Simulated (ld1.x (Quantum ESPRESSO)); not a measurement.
# C (Z = 6): one change to a TM potential, before and after

* Element: C
* Generator: ld1.x (Quantum ESPRESSO) 7.5
* Type: norm-conserving Troullier–Martins (Kleinman–Bylander form)
* Functional: PBEsol
* Relativity: scalar-relativistic
* Frozen core: [He]
* Valence charge: 4
* Reference configuration: 2s2 2p2
* Partial waves: 2s (bound): rc 0.95 bohr; 2p (bound): rc 2.55 bohr
* Local potential: all-electron potential smoothed inside 2.50 bohr (lloc = -1)
* Core correction: Bessel-smoothed model core, default radius (core density twice the valence density)

Change: wave 2s (bound): rc 0.95 bohr becomes 2s (bound): rc 0.78 bohr.

Cutoffs: the cutoffs (Ry, on a coarse ladder) from which the occupation-weighted sum of valence levels, in a spherical-Bessel basis at the reference potential, stays within 10 and 1 mRy of its value at 400 Ry; they do not see the model core or the augmentation charge, which bear on the density cutoff. Errors are all-electron minus pseudo energies relative to the spin-unpolarised reference configuration.

Problem. Predict the effect on cutoff, ghosts and configuration errors.

Solution. The potential gets harder (35 Ry and 90 Ry → 110 Ry and 230 Ry); the errors of the 7 common tests hardly move; neither file shows a bound ghost. A smaller radius makes the pseudo-wave follow the all-electron one further in, where it bends more sharply, so more plane waves are needed.

```tsv
quantity	base	changed
cutoff, loose	35 Ry	110 Ry
cutoff, tight	90 Ry	230 Ry
loose cutoff by channel (10 mRy a level)	s 30 Ry, p 18 Ry	s 90 Ry, p 18 Ry
bound ghosts	none	none
error for 2s2 2p1, meV [ΔE 10.79 eV]	+72	+72
error for 2s2 2p0, meV [ΔE 34.81 eV]	+677	+680
error for 2s1 2p0, meV [ΔE 82.77 eV]	+1356	+1353
error for 2s1 2p3, meV [ΔE 8.43 eV]	-16	-17
error for 2s1 2p2, meV [ΔE 19.50 eV]	-78	-80
error for 2s2 2p1.5, meV [ΔE 3.93 eV]	+9.6	+9.7
error for 2s0 2p4, meV [ΔE 16.87 eV]	-63	-67
s: phases at 2.76 bohr within 0.05 rad from the reference energy up to (Ry; the scan ends near 5)	0.8	0.8
p: phases at 2.76 bohr within 0.05 rad from the reference energy up to (Ry; the scan ends near 5)	0.9	0.9
```
